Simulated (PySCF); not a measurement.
## Cd⁺: excitation energy

Cd⁺ [Kr] 4d10 5s1 (2S) → Cd⁺ [Kr] 4d9 5s2 (2D), as a difference of total energies. All numbers are calculated (PySCF 2.14, scalar relativity through the core potential, in aug-cc-pVTZ-PP with one added diffuse shell each of s, p, d, f, g type with ECP28MDF (7s7p6d4f3g, 113 functions)). Correlated levels: valence: 4s2 4p6 frozen. The calculations carry no spin-orbit coupling.

| method | excitation energy (eV) |
| --- | --- |
| UHF | 8.864 |
| LDA | 8.407 |
| PBE | 8.451 |
| PBE0 | 8.694 |
| r2SCAN | 8.660 |
| wB97M-V | 8.533 |
| CAM-B3LYP | 8.440 |
| MN15 | 8.825 |
| MP2 (valence) | 9.182 |
| SCS-MP2 (valence) | 8.996 |

Errors of the correlated levels include the incompleteness of this basis and the frozen core.

Task: Which method comes closest to the reference value, and which is furthest?

Result: The reference is 8.866 eV (measured; NIST levels, between the centres of gravity of the two terms). Closest: UHF (error -0.002 eV); furthest: LDA (error -0.459 eV).
